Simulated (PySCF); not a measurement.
## Run times: ytterbium in even-tempered 19s14p9d4f3g

Measured wall times of calculations with PySCF 2.14 in an uncontracted even-tempered set (19 s from 2.8 bohr⁻², ratio 2.5; 14 p from 3.6 bohr⁻², ratio 2.5; 9 d from 3.6 bohr⁻², ratio 2.5; 4 f from 15 bohr⁻², ratio 2.7; 3 g from 22 bohr⁻², ratio 2.7), with the spin-free X2C one-electron Hamiltonian (Gaussian nucleus), run from one Python driver. Hardware: 2 threads of Intel(R) Xeon(R) 6975P-C on a shared host, 2.6 GiB allowed. The two-electron integrals over 161 functions were computed once and kept in memory (1.8 CPU seconds with the set-up); the times below exclude them. Kohn-Sham runs start from converged Hartree-Fock orbitals.

Launch command (the driver calls PySCF for each step listed in the task file):

```bash
OMP_NUM_THREADS=2 python atomrun2.py TASK.json OUT
```

| species | step | iterations | wall time (s) |
| --- | --- | --- | --- |
| Yb(32+) [Kr] 4d2 | UHF with spin-orbit constants | 4 | 13 |
| Yb(32+) [Kr] 4d2 | LDA | 5 | 1.5 |
| Yb(32+) [Kr] 4d2 | PBE | 5 | 1.9 |
| Yb(32+) [Kr] 4d2 | PBE0 | 5 | 2.9 |
| Yb(32+) [Kr] 4d2 | MP2 (10 electrons) |  | 1.6 |
| Yb(33+) [Kr] 4d1 | UHF with spin-orbit constants | 5 | 8.3 |
| Yb(33+) [Kr] 4d1 | LDA | 5 | 1.2 |
| Yb(33+) [Kr] 4d1 | PBE | 5 | 1.6 |
| Yb(33+) [Kr] 4d1 | PBE0 | 5 | 2.9 |
| Yb(33+) [Kr] 4d1 | r2SCAN | 5 | 3.2 |
| Yb(33+) [Kr] 4d1 | MP2 (9 electrons) |  | 1.5 |

(1) Roughly how long does r2SCAN take for Yb(32+) [Kr] 4d2 here?

Peak memory of the process: 1 GiB. Times on a shared host vary from run to run.

Results:

(1) About 3.2 s.
